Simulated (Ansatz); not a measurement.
NaI₂. Charge 0, multiplicity 2. Geometry relaxed at B3LYP-D4/def2-TZVP.

```xyz
3

Na    0.7908   -0.4624   -1.2699
I     0.3906   -0.9488    1.5535
I    -1.1814    1.4112   -0.2835
```

In the def2 sets I takes a core potential; there is no spin–orbit coupling. The relaxation made no stability test and no search for a lower SCF solution. The structure comes from a short search, and lower isomers may exist.

(1) Estimate the harmonic wavenumbers at UKS B3LYP-D4/def2-TZVP (Ansatz, unscaled). Is this a minimum?

Answers

(1) 85, 147, 213 cm⁻¹. Yes, no mode is imaginary beyond noise. Zero-point energy 2.7 kJ/mol. It took 28 s on 4 threads of Arm Neoverse V1 on a shared host.
